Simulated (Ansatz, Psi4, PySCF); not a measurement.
C2Cl3, doublet, at a GFN2-xTB geometry. Base run: REVPBE/def2-SVPD in PySCF.

PySCF was given this input:
```python
from pyscf import gto, scf, dft

mol = gto.Mole()
mol.atom = '''
    C    -0.01280289    0.20464514    1.02473773
    C     0.00168582    0.32335442   -0.26381268
    Cl   -0.02139799   -0.94010326    2.18439863
    Cl    0.02057196   -1.07353155   -1.37258546
    Cl    0.00474969    1.82728202   -1.08037495
'''
mol.basis = 'def2-svpd'
mol.spin = 1
mol.verbose = 4
mol.build()

mf = dft.UKS(mol)
mf.xc = 'revpbe'
mf.kernel()
```

The same geometry, method and basis name were run in Ansatz (a first-principles code) and Psi4 and PySCF, at each program's defaults and at the settings that a row names. The base is PySCF at its defaults. Differences at the defaults can come from grids, fitting, cores and function types together.

```tsv
code and settings	ΔE vs base (µEh)	basis functions	E (Eh)	SCF cycles	dipole (D)
PySCF, defaults (exact integrals, its default grid, spherical functions)	0.0	121	-1455.96319	13	1.12
Psi4, defaults (density fitting with its default set, its default grid, spherical functions)	-75.9	121	-1455.96326	12	1.12
Ansatz, defaults (factorised integrals, its default grid, spherical functions)	1.3	121	-1455.96319	-	-
PySCF, density fitting with def2-universal-jkfit	-75.4	121	-1455.96326	13	1.12
PySCF, fine grid	4.0	121	-1455.96318	13	1.12
Psi4, exact integrals, spherical functions, fine grid	3.3	121	-1455.96318	15	1.12
Ansatz, high accuracy	3.6	121	-1455.96318	-	-
```

Open shells are given as the SCF converged; they aren't shown to be the lowest states, and a large step between rows can be another state.
